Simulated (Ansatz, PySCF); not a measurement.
Species: C₃H₅O, charge 0, multiplicity 2. It need not be the lowest isomer of its formula. 
Geometry from a B3LYP-D3(BJ)/def2-TZVP (Ansatz, a program for electronic structure) optimisation:
SMILES: C=C[CH]O
```xyz
9

C      1.7807    -0.1390    -0.6135
C      0.6338    -0.2487     0.1444
C     -0.5990     0.2673    -0.1952
O     -1.7224     0.1528     0.5601
H      1.7803     0.3819    -1.5620
H      2.7122    -0.5709    -0.2804
H      0.6974    -0.7851     1.0904
H     -0.7789     0.8168    -1.1085
H     -1.5254    -0.3421     1.3655
```
Charge 0, spin multiplicity 2.

Total electronic energies in hartree. Cores are frozen in the correlated levels unless marked. Open shells are spin-unrestricted. Spin-orbit coupling is left out. Non-relativistic unless marked X2C. Basis-set limits of correlation are two-point, X^-3; Hartree-Fock from the larger set. [CCSD(T)-MP2]/basis is that difference in the basis named.

The UHF reference is spin-contaminated (<S^2> 0.19 over the pure value in the largest basis). 

```csv
level,program,energy (Eh)
HF-D3(BJ)/def2-TZVPD,PySCF + dftd3,-191.45066
B3LYP/def2-TZVPD,Ansatz,-192.56956
PBE0/STO-3G,Ansatz,-189.79105
PBE0/def2-SVP,Ansatz,[?]
CAM-B3LYP-D3(BJ)/def2-TZVPD,Ansatz + dftd3,[?]
LC-wPBE-D3(BJ)/def2-TZVPD,Ansatz + dftd3,-192.43976
LC-wPBE/def2-TZVPD,Ansatz,-192.43514
B2GP-PLYP-D3(BJ)/def2-TZVPD,Ansatz + dftd3,-192.36045
B2GP-PLYP/def2-TZVPD,Ansatz,-192.35764
B2PLYP-D4/def2-TZVPD,Ansatz + dftd4,-192.40126
B2PLYP/def2-TZVPD,Ansatz,-192.39800
MP2/cc-pwCVTZ,Ansatz,-192.10475
CCSD(T)/6-31G*,Ansatz,-191.90627
X2C-CCSD(T)/cc-pVTZ-DK,Ansatz,-192.25819
"RI-MP2/CBS(aug-cc-pVTZ,aug-cc-pVQZ)+[CCSD(T)-MP2]/aug-cc-pVTZ",Ansatz,-192.2628
```

What belongs in the gaps?


- PBE0/def2-SVP, energy (Eh): -192.11812
- CAM-B3LYP-D3(BJ)/def2-TZVPD, energy (Eh): -192.47379
